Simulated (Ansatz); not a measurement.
The cluster Cd2SF2, relaxed as a singlet with RKS PBE0-D4/def2-SVP in Ansatz, starting from the GFN1-xTB geometry. Force threshold 0.02 eV/Å.

In the def2 sets Cd takes a core potential; there is no spin–orbit coupling. The structure comes from a short search, and lower isomers may exist.

Start:

```tsv
atom	x (Å)	y (Å)	z (Å)
Cd1	-1.6276	0.1714	0.1774
Cd2	1.3745	-0.4093	-0.0435
S3	-0.3289	-1.5265	1.0430
F4	3.1200	0.1573	-0.5174
F5	-2.5380	1.6071	-0.6594
```

| step | energy (eV) | largest force component (eV/Å) | SCF passes |
| --- | --- | --- | --- |
| 1 | -25382.6686 | 1.004 | 29 |
| 2 | -25382.8549 | 0.274 | 33 |
| 3 | -25382.9002 | 0.059 | 33 |
| 4 | -25382.9027 | 0.024 | 33 |
| 5 | -25382.9030 | 0.036 | 34 |
| 6 | -25382.9030 | 0.001 | 34 |

Force components are those of the run's own axes.

End:

Cartesian coordinates in Å:
```
Cd -1.7247 0.2569 0.0975
Cd 1.6463 -0.5713 0.1136
S -0.3510 -1.4102 0.9467
F 3.3276 0.0974 -0.5639
F -2.8982 1.6272 -0.5939
```

By distances, no bond broke or formed. The bond that changes most is Cd1–F5, from 1.89 to 1.93 Å (atoms count from 1). The end is the same structure that another start reached, the lowest one found.

No frequencies were taken in this run, so the end may be a saddle point.

It took 15 s on 4 threads of Arm Neoverse V1 on a shared host.
